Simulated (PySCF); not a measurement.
NMR data simulated for an unnamed compound:

¹H NMR (400 MHz, computed): δ 7.04 (m, 1H), 1.86 (m, 1H), 1.23 (d, 3H), 1.21 (d, 3H), 1.11 (m, 1H), 0.89 (m, 1H), 0.67 (m, 1H).

¹³C{¹H} NMR (computed): δ 31.5 (CH), 31.2 (CH), 26.7 (CH3), 23.0 (CH3), 14.4 (CH2).

All values are calculated (PySCF): geometry from GFN2-xTB, shielding tensors at PBE0/pcSseg-1 (GIAO). A single conformation, no relativistic terms, equivalent nuclei averaged, in vacuum.

References, each an isolated molecule treated in the same way: ¹H, ¹³C vs TMS.

Question: Which of these does the molecule contain: a ketone, a three-membered ring, a (CH3)2CH unit, a CF3 group, an ester?

Answer: 
- A ketone: no.
- A three-membered ring: yes.
- A (CH3)2CH unit: yes (δC 26.7, 31.2, 23.0; δH 1.23 (d), 1.86 (m), 1.21 (d)).
- A CF3 group: no.
- An ester: no.

The data belong to `C1[C@@H](C(C)C)[P@H]1=O`, C5H11OP; they needn't prove each group on their own.

Carbon signals by region: 5 below 50 ppm.

Splittings by ³¹P in the carbon and heteronuclear signals aren't shown, as no couplings were computed. Shifts are as computed. Against solution values, carbons near 30 ppm lie about +3 ppm off and those near 130 ppm about +5 ppm. Of 1211 compounds with measured shifts, 218 miss one by over three times the rms of a fit or turn the order of signals round; such compounds aren't used in these exercises. Multiplicities follow the n + 1 count of equivalent neighbours, as no J values were calculated; m marks all less simple cases, F and P coupling included.
